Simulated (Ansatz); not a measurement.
## An input for CHF3O3S (SMILES O=S(=O)(O)C(F)(F)F)

The species is CHF3O3S (9 atoms), meant as a singlet with charge 0. As SMILES, `O=S(=O)(O)C(F)(F)F`. The shape is that of a PBE0-D4/def2-TZVP optimisation. This is one conformer, not always the lowest.

```xyz
9

O     1.4629   -0.5819    0.9857
S     0.2985   -0.7789    0.1944
O     0.1445   -1.8377   -0.7300
O    -0.9727   -0.7780    1.1281
C     0.0031    0.7967   -0.7252
F    -0.0766    1.8017    0.1382
F     1.0144    1.0041   -1.5475
F    -1.1209    0.7238   -1.4123
H    -0.7532   -0.3500    1.9686
```

Settings wanted:

| Setting | Value |
| --- | --- |
| basis set | 6-31G* |
| task | energy |
| method | DFT |
| functional | B3LYP |
| reference | RKS |
| relativity | none |
| accuracy | high |
| d and f functions | spherical |

Question: Write the Ansatz 0.2.0 input and the command.

Answer: One that was run (others would do as well):

run.yaml:
```yaml
crystal:
  periodic: [false, false, false]
  atoms:
    - {symbol: O, position_ang: [1.462890, -0.581870, 0.985740]}
    - {symbol: S, position_ang: [0.298500, -0.778940, 0.194370]}
    - {symbol: O, position_ang: [0.144480, -1.837650, -0.729970]}
    - {symbol: O, position_ang: [-0.972740, -0.777950, 1.128120]}
    - {symbol: C, position_ang: [0.003130, 0.796730, -0.725230]}
    - {symbol: F, position_ang: [-0.076560, 1.801740, 0.138180]}
    - {symbol: F, position_ang: [1.014380, 1.004120, -1.547510]}
    - {symbol: F, position_ang: [-1.120920, 0.723830, -1.412290]}
    - {symbol: H, position_ang: [-0.753170, -0.350000, 1.968590]}
basis:
  gaussian:
    orbitals: 6-31G_st_-spherical.json
hamiltonian:
  xc: {name: B3LYP}
accuracy: high
output: {orbitals: {seedname: orbitals}}
```

```bash
$ ansatz run run.yaml --threads 1 --pin off --max-ram 3480MiB --events-out events.jsonl --progress --plain --runs-dir runs
```

(Basis files named in the input come from the Basis Set Exchange and aren't shown.)

Calculated total energy: -961.98403 Eh.
